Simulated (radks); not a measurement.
The strontium ion Sr+, 37 electrons, occupied as [Kr] 5s1. Method: Dirac Kohn-Sham, Wu-Cohen GGA, spin-unpolarised, spherical densities, finite nucleus; Fermi nuclear charge, rms radius 4.224 fm; computed with a radial shooting solver on a logarithmic mesh with Libxc functionals.

Unscreened Slater integrals over Kohn-Sham orbitals (eV). Large and small components are both included.

| integral | value |
|---|---|
| F0(5s1/2,5s1/2) | 6.2962 |
| F0(5s1/2,4p3/2) | 7.8852 |
| G1(5s1/2,4p3/2) | 0.61454 |
| F0(5s1/2,4p1/2) | 7.9037 |
| G1(5s1/2,4p1/2) | 0.58500 |
| F0(5s1/2,4s1/2) | 8.0044 |
| G0(5s1/2,4s1/2) | 0.36086 |
| F0(4p3/2,4p3/2) | 15.627 |
| F2(4p3/2,4p3/2) | 8.1857 |
| F0(4p3/2,4p1/2) | 15.792 |
| G2(4p3/2,4p1/2) | 8.2621 |
| F0(4p3/2,4s1/2) | 16.709 |
| G1(4p3/2,4s1/2) | 11.160 |
| F0(4p1/2,4p1/2) | 15.964 |
| F0(4p1/2,4s1/2) | 16.917 |
| G1(4p1/2,4s1/2) | 11.410 |
| F0(4s1/2,4s1/2) | 18.082 |
